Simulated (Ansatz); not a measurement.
N-methylmethanimine (C2H5N), SMILES CN=C.

Geometry: PBE0-D3(BJ)/def2-TZVP.

Two levels are set side by side: PBE/def2-SVPD (Ansatz, a program for electronic structure) and CAM-B3LYP/def2-SVPD (Ansatz). Energy differences of separate SCF runs at the same geometry; the states with an electron removed or added have multiplicity 2 and 2. Differences are taken from unrounded values.

| quantity | CAM-B3LYP |
|---|---|
| vertical ionisation energy (eV) | 9.87 |
| vertical singlet–triplet gap (eV) | 4.18 |

**Question.** What does PBE give, and how far is it from CAM-B3LYP? (The exact figures need the calculation; the answer reports its results.)

**Answer.** 
```json
[
 {"quantity": "vertical ionisation energy (eV)", "PBE": "9.67", "PBE minus CAM-B3LYP": "-0.20"},
 {"quantity": "vertical singlet–triplet gap (eV)", "PBE": "4.16", "PBE minus CAM-B3LYP": "-0.02"}
]
```
